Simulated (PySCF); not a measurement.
**Radial density of Ba(45+) (barium, charge +45)**

UHF, [Ne] 3s1, 2S determinant. Computed with PySCF 2.14 in an even-tempered Gaussian basis (16 s from 9.2 bohr⁻², ratio 2.5; 10 p from 12 bohr⁻², ratio 2.5; 4 d from 44 bohr⁻², ratio 2.7; 4 f from 66 bohr⁻², ratio 2.7), with the non-relativistic Hamiltonian (point nucleus).

```csv
r (bohr),4πr²ρ (e/bohr),4πr²(ρα − ρβ)
0.000438,0.2832,0.0037
0.000736,0.7747,0.0101
0.00124,2.072,0.0269
0.00208,5.333,0.0692
0.00350,12.87,0.1656
0.00589,27.88,0.3508
0.00991,50.45,0.5898
0.0167,68.33,0.6090
0.0280,63.25,0.1265
0.0472,59.37,0.3954
0.0794,79.91,1.8192
0.133,43.35,-0.0102
0.225,8.167,4.4945
0.378,1.890,1.8735
0.635,0.02895,0.0289
```

A non-relativistic calculation at this Z misses sizeable relativistic shifts. Spin-orbit coupling, which splits the p, d and f shells strongly at this Z, is absent.

Q: Where is the radial spin density 4πr²(ρα − ρβ) most negative, and why is it negative at all?

A: Around r = 0.133 bohr, down to -0.0102 e/bohr: exchange with the open shell polarises the paired shells in an unrestricted calculation.
